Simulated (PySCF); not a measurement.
WF(OH) + 3 HF → H₄WO + 2 F₂

Level: PBE0 in the def2-TZVP basis family, computed in PySCF with density fitting; scalar-relativistic core potentials for atoms from Rb on, none lighter, no spin–orbit coupling; open shells unrestricted.

```tsv
species	state and structure	E (Eh)	ZPE (kJ/mol)	H(298 K) − H(0) (kJ/mol)	S° (J/(mol K))
WF(OH)	triplet, C∞v, O–H 0.955 Å, W–F 1.836 Å, W–O 1.807 Å; F–W–O 180.0°, H–O–W 180.0°	-242.66185	39.9	14.5	296.7
HF	singlet, C∞v, H–F 0.920 Å	-100.39188	24.9	8.7	173.6
H₄WO	singlet, Cs, W–H 1.685 Å (×2), W–H 1.697 Å, W–H 1.772 Å, W–O 1.672 Å; H–W–H 59.4° (×2), H–W–H 110.4° (×2), H–W–H 118.7°, H–W–H 132.1°, H–W–O 99.1° (×2), H–W–O 109.2°	-144.63590	84.5	12.9	280.8
F₂	singlet, D∞h, F–F 1.376 Å	-199.40856	6.6	8.7	201.9
```

**Question.** What is the electronic reaction energy?

**Answer.** At PBE0/def2-TZVP, ΔE = 1009.4 kJ/mol from the differences of the total energies times 2625.5, uphill. 

**Question.** Add zero-point, thermal and entropy terms for 298.15 K and 1 bar.

**Answer.** ΔZPE = -16.9 and Δ[H(298) − H(0)] = -10.3 kJ/mol give ΔH° = 982.2 kJ/mol. ΔS° = -132.9 J/(mol K), so ΔG° = 982.2 − 298.15 × (-0.1329) = 1022 kJ/mol.

Spin–orbit coupling can matter for WF(OH), H₄WO and is left out. Open d or f shells are single determinants, so the state found may not be the ground state. Each species is the lowest minimum found with this bonding; other isomers or fragments can lie lower.
